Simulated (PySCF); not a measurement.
# TDDFT excited states: C6H10O

C6H10O.
SMILES: `CC(=O)C=C(C)C`

Method used: TDDFT CAM-B3LYP/def2-SVPD, vertical, gas phase, core orbitals frozen in the response in PySCF. The structure is a single PBE0-D3(BJ)/def2-SVP conformer in the gas phase; no vibrational or solvent corrections. Torsions of this conformer, `[CH3:1][C:2](=[O:3])[CH:4]=[C:5]([CH3:6])[CH3:7]`: C1–C2–C4–C5 179°.

Task: Predict the UV-vis stick spectrum at this level.

Result: 

```json
{"state": "S1", "E (eV)": "3.88", "E (hartree)": "0.1425", "f": "0.0004", "main configurations (H = HOMO, L = LUMO)": "H→L (93%)"}
{"state": "S2", "E (eV)": "5.65", "E (hartree)": "0.2077", "f": "0.420", "main configurations (H = HOMO, L = LUMO)": "H-1→L (97%)"}
{"state": "S3", "E (eV)": "7.00", "E (hartree)": "0.2572", "f": "0.025", "main configurations (H = HOMO, L = LUMO)": "H→L+1 (72%), H→L+2 (16%)"}
{"state": "S4", "E (eV)": "7.05", "E (hartree)": "0.2591", "f": "0.0009", "main configurations (H = HOMO, L = LUMO)": "H-1→L+1 (93%)"}
{"state": "S5", "E (eV)": "7.18", "E (hartree)": "0.2638", "f": "0.0000", "main configurations (H = HOMO, L = LUMO)": "H→L+4 (54%), H-3→L (25%)"}
{"state": "S6", "E (eV)": "7.46", "E (hartree)": "0.2742", "f": "0.0004", "main configurations (H = HOMO, L = LUMO)": "H-3→L (42%), H-4→L (41%), H→L+4 (9%)"}
{"state": "S7", "E (eV)": "7.88", "E (hartree)": "0.2896", "f": "0.0012", "main configurations (H = HOMO, L = LUMO)": "H-4→L (51%), H-3→L (24%), H→L+4 (18%)"}
{"state": "S8", "E (eV)": "7.90", "E (hartree)": "0.2901", "f": "0.0065", "main configurations (H = HOMO, L = LUMO)": "H→L+2 (70%), H→L+1 (12%)"}
{"state": "S9", "E (eV)": "7.96", "E (hartree)": "0.2924", "f": "0.016", "main configurations (H = HOMO, L = LUMO)": "H-1→L+2 (77%), H-1→L+3 (9%), H-1→L+5 (8%)"}
{"state": "S10", "E (eV)": "8.13", "E (hartree)": "0.2988", "f": "0.0046", "main configurations (H = HOMO, L = LUMO)": "H-5→L (72%)"}
```

Triplets, Tamm–Dancoff:

```json
{"state": "T1", "E (eV)": "3.42", "λ (nm)": "362.7", "main configurations (H = HOMO, L = LUMO)": "H→L (91%)"}
{"state": "T2", "E (eV)": "3.48", "λ (nm)": "355.8", "main configurations (H = HOMO, L = LUMO)": "H-1→L (94%)"}
{"state": "T3", "E (eV)": "5.94", "λ (nm)": "208.6", "main configurations (H = HOMO, L = LUMO)": "H-2→L (59%), H-1→L+4 (16%)"}
{"state": "T4", "E (eV)": "6.85", "λ (nm)": "181.1", "main configurations (H = HOMO, L = LUMO)": "H-3→L (37%), H→L+4 (36%), H-5→L (10%)"}
```

The lowest singlet comes at 320 nm (374 kJ/mol) in the ultraviolet; it is dark (f under 0.0005); its leading configuration is HOMO→LUMO (93%). The most intense listed level is S2 at 5.65 eV (219 nm, f = 0.420), 1.77 eV above S1. Löwdin shares by element: HOMO oxygen 60%, carbon 29% or more; LUMO carbon 59% or more, oxygen 18% (atoms not listed hold the other 23%). Of the 10 states listed, 3 reach f = 0.01 and 3 stay under 0.0005. The listed states span 4.25 eV, and the widest gap between neighbours is 1.77 eV (S1 to S2). Weighted by f, the mean energy of these states is 5.86 eV. The vertical ionisation energy (ΔSCF) is 9.11 eV, 0.98 eV above S10. Only the lowest 10 singlets were computed, as vertical energies without vibronic structure.

Time: 5.1 min. Hardware: one thread, Arm Neoverse N1, no GPU (shared host).
